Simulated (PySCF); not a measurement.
Run record: geometry optimisation, `C[C@@H](CCF)C(=O)O`.

Method: PBE0/def2-SV(P) geometry optimisation, gas phase (PySCF 2.14.0). Start geometry: GFN2-xTB. The input is one job of a driver script: a line of settings, then coordinates in Å.

Input:
```
{"job": {"xc": "PBE0", "basis": "def2-SV(P)", "grid": 1, "kind": "geom"}, "charge": 0, "multiplicity": 1}
C     -1.437746    -1.176101     0.466989
C     -0.252937    -0.206750     0.403012
C      0.764836    -0.642041    -0.653667
C      2.023020     0.213519    -0.621902
F      2.641629     0.114151     0.604551
C     -0.799873     1.170927     0.093569
O     -0.755447     1.724156    -0.972845
O     -1.384861     1.720787     1.163308
H     -1.949230    -1.209074    -0.492607
H     -2.143219    -0.859304     1.230500
H     -1.088605    -2.176435     0.709034
H      0.226656    -0.165399     1.385391
H      0.322332    -0.552062    -1.646444
H      1.035853    -1.684404    -0.478199
H      1.791672     1.270890    -0.775982
H      2.752178    -0.121494    -1.365997
H     -1.753258     2.590666     0.941380
```

Output:
```
step   0  E = -445.41547738  max force = 0.016837
step   1  E = -445.41738150  max force = 0.002865
step   2  E = -445.41742779  max force = 0.001152
step   3  E = -445.41743213  max force = 0.000845
step   4  E = -445.41744771  max force = 0.000619
step   5  E = -445.41746131  max force = 0.000392
optimisation converged
```

Energies in Eh; «max force» is the largest Cartesian gradient component in Eh/bohr.

Q: How much energy does the optimisation release, in kJ/mol?

A: E(step 0) − E(last step) = 0.001984 Eh, which is 5.2 kJ/mol.

Q: Give the first gradient maximum in eV/Å.

A: With 1 Eh/bohr = 51.422 eV/Å, 0.866 eV/Å.

Main results: final energy -445.41746 Eh after 5 steps; dipole 1.40 D.

Q: Give the final coordinates.

A: 0.048 Å rms from the input after alignment:
```
atom  x, y, z in Å
C1    -1.3710   -1.4212    0.4071
C2    -0.1991   -0.4357    0.3374
C3     0.8551   -0.8679   -0.6775
C4     2.1361   -0.0653   -0.6106
F5     2.6943   -0.1669    0.6456
C6    -0.7204    0.9504    0.0270
O7    -0.5853    1.5390   -1.0150
O8    -1.4003    1.4721    1.0583
H9    -1.8831   -1.4947   -0.5685
H10   -2.1080   -1.1116    1.1659
H11   -1.0025   -2.4263    0.6744
H12    0.2654   -0.3865    1.3378
H13    0.4435   -0.7834   -1.6989
H14    1.0974   -1.9315   -0.5030
H15    1.9477    1.0019   -0.8198
H16    2.8701   -0.4443   -1.3449
H17   -1.7275    2.3447    0.7691
```

Time: 61 s wall; peak memory 0.60 GiB. Hardware: one thread, Arm Neoverse N1 (aarch64), no GPU, shared host with 64 logical CPUs at a one-minute load of 55.
Labels such as C1 count atoms from 1, the log's own numbers from 0.
